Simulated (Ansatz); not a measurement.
`C[N](C)[Mg][OH]` + `[SiH3][N]([SiH3])[GeH]` → `[OH][Mg][N]([SiH3])[SiH3]` + `C[N](C)[GeH]`  (redistribution)

Computed with Ansatz on PBE0-D4/def2-TZVP structures; ΔE is electronic, products minus reactants. CBS: MP2 limit from def2 TZ/QZ plus the TZ coupled-cluster correction, frozen cores. For Ge, Mg outer-core shells are correlated without core-valence functions, which leaves a few kJ/mol of doubt a bond. Scalar relativity is left out up to krypton. One conformer a species, not always the lowest.

```json
{"species": "`C[N](C)[Mg][OH]`", "CCSD(T)/CBS(def2) energy (Eh)": "-410.13497"}
{"species": "`[SiH3][N]([SiH3])[GeH]`", "CCSD(T)/CBS(def2) energy (Eh)": "-2713.20588"}
{"species": "`[OH][Mg][N]([SiH3])[SiH3]`", "CCSD(T)/CBS(def2) energy (Eh)": "-912.25844"}
{"species": "`C[N](C)[GeH]`", "CCSD(T)/CBS(def2) energy (Eh)": "-2211.10778"}
```

Task: Work out ΔE.

Result: ΔE = (-912.25844) + (-2211.10778) − (-410.13497) − (-2713.20588) = -0.02537 Eh = -66.6 kJ/mol.

Largest T1 diagnostic among the species: 0.016.

Leaving LDA and LC-ωPBE aside and taking each functional with its dispersion term where it has one, the values, not all of them listed here, spread over 10.3 kJ/mol, from r2SCAN-D4 to BLYP-D4. LDA lies −3.2 kJ/mol from PBE without D4. At CCSD(T), def2-SVP lies +3.3 kJ/mol from the extrapolated value and def2-TZVPP +2.3 kJ/mol.
